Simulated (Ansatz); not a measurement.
System: GeBr2 (charge 0, singlet). 
Coordinates optimised at B3LYP-D3(BJ)/def2-TZVP (Ansatz, an electronic-structure program):
SMILES: [Br][Ge][Br]
```xyz
3

Ge    -0.0024    -0.0017     1.0279
Br     1.0252    -1.5196    -0.4700
Br    -1.0230     1.5212    -0.4697
```

Quantity: atomisation energy (electronic, to ground-state atoms), in kJ/mol. Correlated levels leave the core frozen unless marked. UHF or UKS for open shells. Spin-orbit coupling is left out. Frozen are the shells of the preceding noble gas and the d and f shells that filled before the atom's block. No relativistic terms. The coupled-cluster limit lacks core correlation, which all-electron functionals hold. CBS marks a two-point X^-3 extrapolation of the correlation energy; Hartree-Fock from the larger set.

```csv
level,program,atomisation energy (kJ/mol)
BLYP-D4/def2-TZVPD,Ansatz + dftd4,?
r2SCAN/def2-TZVPD,Ansatz,731.7
B3LYP-D3(BJ)/def2-TZVPD,Ansatz + dftd3,712.8
PBE0/6-31G*,Ansatz,697.3
PBE0/def2-SVP,Ansatz,?
PBE0/def2-QZVPP,Ansatz,708.6
HSE06-D4/def2-TZVPD,Ansatz + dftd4,722.2
CAM-B3LYP-D4/def2-TZVPD,Ansatz + dftd4,?
B2GP-PLYP-D4/def2-TZVPD,Ansatz + dftd4,?
RPA@PBE/cc-pVQZ,Ansatz,605.0
CCSD/aug-cc-pVDZ,Ansatz,614.2
"CCSD(T)/CBS(cc-pVTZ,cc-pVQZ)",Ansatz,708.0
```

Question: What belongs in the gaps?

Answer: 
- BLYP-D4/def2-TZVPD, atomisation energy (kJ/mol): 725.2
- PBE0/def2-SVP, atomisation energy (kJ/mol): 705.9
- CAM-B3LYP-D4/def2-TZVPD, atomisation energy (kJ/mol): 690.9
- B2GP-PLYP-D4/def2-TZVPD, atomisation energy (kJ/mol): 695.2
